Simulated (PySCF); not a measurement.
# What builds the second ionisation energy along group 13

Calculated with PySCF 2.14 from differences of total energies of unrestricted determinants, without spin-orbit coupling. Each column adds one step, in eV (sums use unrounded values): valence MP2, valence CCSD, valence triples, then the next inner shell at CCSD(T) (B 1s, Al 2s 2p, Ga 3s 3p 3d, In 4s 4p 4d, Tl 5s 5p 5d). References (NIST) marked * lie between the lowest fine-structure levels; the others compare directly ((s) semi-empirical, (t) theoretical).

| element | UHF | + MP2 | + CCSD | + (T) | + inner shell | sum | reference |
| --- | --- | --- | --- | --- | --- | --- | --- |
| B [He] 2s2 → [He] 2s1 (ANO-RCC-VTZP, spin-free X2C) | 23.455 | 0.976 | 0.662 | 0.000 | 0.007 | 25.100 | 25.155 |
| Al [Ne] 3s2 → [Ne] 3s1 (ANO-RCC-VTZP, spin-free X2C) | 17.553 | 0.721 | 0.348 | 0.000 | 0.071 | 18.692 | 18.829 |
| Ga [Ar] 3d10 4s2 → [Ar] 3d10 4s1 (ANO-RCC-VTZP, spin-free X2C) | 18.771 | 0.669 | 0.324 | 0.000 | 0.525 | 20.290 | 20.515 |
| In [Kr] 4d10 5s2 → [Kr] 4d10 5s1 (ANO-RCC-VTZP, spin-free X2C) | 17.022 | 0.603 | 0.264 | 0.000 | 0.832 | 18.721 | 18.870 |
| Tl [Xe] 4f14 5d10 6s2 → [Xe] 4f14 5d10 6s1 (ANO-RCC-VTZP, spin-free X2C) | 18.365 | 0.534 | 0.190 | 0.000 | 1.123 | 20.211 | 20.428 |

What remains against the references is mostly basis incompleteness.

These are valence bases, so the inner-shell step is incomplete.
